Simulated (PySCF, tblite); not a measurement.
HSiCl2SBu, C4H10Cl2SSi.
Structure used (GFN2-xTB), in Å, numbered top down from 1:
```
atom  x, y, z in Å
C1    -2.5058    0.7962   -0.6624
C2    -1.4610    0.0195    0.1281
C3    -0.4281   -0.6307   -0.7886
C4     0.6384   -1.3924   -0.0208
S5     1.6452   -0.3281    1.0835
Si6    2.8188    0.8044   -0.3043
Cl7    4.4379    1.4740    0.6730
Cl8    3.3559   -0.3521   -1.8712
H9    -3.0277    0.1394   -1.3551
H10   -2.0378    1.5934   -1.2359
H11   -3.2383    1.2399    0.0073
H12   -1.9517   -0.7566    0.7191
H13   -0.9522    0.6907    0.8229
H14    0.0454    0.1343   -1.4089
H15   -0.9271   -1.3374   -1.4575
H16    0.1865   -2.1222    0.6496
H17    1.3238   -1.9020   -0.6959
H18    2.0690    1.9362   -0.8241
```

The calculation used PBE0/pcSseg-1 in PySCF (dipole) on a GFN2-xTB geometry, gas phase.

Take the most abundant isotopes and a rigid rotor. The values belong to one conformer with, in the numbering `[CH3:1][CH2:2][CH2:3][CH2:4][S:5][SiH:6]([Cl:7])[Cl:8]`, C1–C2–C3–C4 179°, C2–C3–C4–S5 -63°, C3–C4–S5–Si6 -71°, C4–S5–Si6–Cl7 -158°.

Problem. What are A, B and C (MHz)?

Solution. Ia = 321.23, Ib = 1011.75, Ic = 1119.19 u·Å²; 505379 MHz·u·Å²/I gives A = 1573, B = 499.5, C = 451.6 MHz.

Problem. What kind of rotor is it?

Solution. A near-prolate asymmetric top: κ = (2 × 499.5 − 1573 − 451.6)/(1573 − 451.6) = -0.91.

Problem. Is it planar, by Δ = Ic − Ia − Ib?

Solution. Not planar: Δ = Ic − Ia − Ib = -213.79 u·Å². For a rigid frame Δ = −2 Σ m c², so Σ m c² = 106.89 u·Å² lies off the ab plane: 20.85 from hydrogen and 86.04 from heavier atoms. The atom farthest from that plane is 2.25 Å away.

Problem. List the rotational levels J(Ka,Kc) to J = 2 (MHz).

Solution. Above 0(0,0):
J = 1: 1(0,1) 951, 1(1,1) 2025, 1(1,0) 2073
J = 2: 2(0,2) 2852, 2(1,2) 3879, 2(1,1) 4023, 2(2,1) 7244, 2(2,0) 7246
Those of J = 1 are B + C, A + C and A + B.

Problem. Which types of transition are allowed, and where do some lines up to J = 3 fall?

Solution. The dipole components are |μa| = 2.22 D, |μb| = 0.83 D, |μc| = 0.40 D. Intensities carry the squares of the components, which stand as 1.00 : 0.14 : 0.03 (a : b : c). Some lines, for components of 0.1 D or more:

| type | branch | J(Ka,Kc) | MHz | lower level (cm⁻¹) |
| --- | --- | --- | --- | --- |
| b | R | 2(0,2) ← 1(1,1) | 827 | 0.068 |
| a | R | 1(0,1) ← 0(0,0) | 951 | 0.000 |
| c | Q | 3(1,3) ← 3(0,3) | 961 | 0.190 |
| b | Q | 1(1,0) ← 1(0,1) | 1122 | 0.032 |
| b | R | 3(0,3) ← 2(1,2) | 1820 | 0.129 |
| a | R | 2(1,2) ← 1(1,1) | 1854 | 0.068 |
| a | R | 2(1,1) ← 1(1,0) | 1950 | 0.069 |
| b | R | 1(1,1) ← 0(0,0) | 2025 | 0.000 |
| a | R | 3(2,2) ← 2(2,1) | 2853 | 0.242 |
| a | R | 3(2,1) ← 2(2,0) | 2859 | 0.242 |
| c | R | 2(1,1) ← 1(0,1) | 3072 | 0.032 |
| b | Q | 3(2,1) ← 3(1,2) | 3158 | 0.232 |
| c | R | 3(1,2) ← 2(0,2) | 4095 | 0.095 |
| b | Q | 3(3,0) ← 3(2,1) | 5482 | 0.337 |
| b | R | 3(2,2) ← 2(1,1) | 6074 | 0.134 |
| c | R | 3(2,1) ← 2(1,1) | 6082 | 0.134 |
| c | R | 3(2,2) ← 2(1,2) | 6218 | 0.129 |
| b | R | 3(3,0) ← 2(2,1) | 8343 | 0.242 |

Its GFN2-xTB frequencies are all real (lowest 23 cm⁻¹). No vibrational averaging or centrifugal distortion is included, and the geometry carries the error of its method. A rigid rotor knows nothing of internal rotation, which can split or shift real lines. Quadrupole hyperfine structure (35Cl) is left out.
